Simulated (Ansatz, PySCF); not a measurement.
CBrF2, SMILES F[C](F)Br (connectivity only; charge and spin as stated), charge +1, multiplicity 1. Atoms are numbered in the order given.

```xyz
4

F      0.0000     1.0600    -1.5258
C      0.0000     0.0000    -0.8576
F      0.0000    -1.0600    -1.5258
Br     0.0000     0.0000     0.9317
```
Charge +1, spin multiplicity 1.

Geometry optimised at B3LYP-D3(BJ)/def2-SVP. The spin state was assumed, not searched. The isomer is the one that the SMILES or the coordinates give; other isomers of the formula were not compared.

Vertical ionisation energy (IE) and electron affinity (EA) in eV. Rows of orbital energies are one-electron estimates. Where ΔSCF, EOM or ADC give a negative EA the extra electron is unbound and the value depends on the basis.

| level | IE | EA |
|---|---|---|
| −ε(HOMO), −ε(LUMO), HF/def2-TZVPD (PySCF) | 19.56 | 5.77 |
| −ε(HOMO), −ε(LUMO), PBE/def2-TZVPD (PySCF) | … | … |
| ADC(2)/aug-cc-pVDZ (PySCF) | 18.77 | 7.90 |
| ΔSCF, PBE0/def2-SVPD (Ansatz), final states of multiplicity 2 and 2 | 19.26 | 7.76 |
| ΔSCF, PBE/def2-SVPD (Ansatz), final states of multiplicity 2 and 2 | 19.08 | 7.41 |

Question: Complete the blanks. (The exact figures need the calculation; the answer reports its results.)

Answer: 
- −ε(HOMO), −ε(LUMO), PBE/def2-TZVPD (PySCF), IE: 14.91
- −ε(HOMO), −ε(LUMO), PBE/def2-TZVPD (PySCF), EA: 10.99

Question: What vertical singlet–triplet gap does ΔSCF give with PBE0/def2-SVPD (Ansatz, a quantum-chemistry and plane-wave program) and with PBE/def2-SVPD (Ansatz)? (The exact figures need the calculation; the answer reports its results.)

Answer: 4.38 and 4.48 eV (triplet above singlet where positive).

Question: Beyond the first one, list the lowest photoelectron lines from PySCF 2.14.0 with ADC(2)/aug-cc-pVDZ with their pole strengths (two spins summed). (The exact figures need the calculation; the answer reports its results.)

Answer: 19.32 eV (1.85), 22.22 eV (1.77), 22.63 eV (1.72), 23.26 eV (1.72), 26.16 eV (1.73).
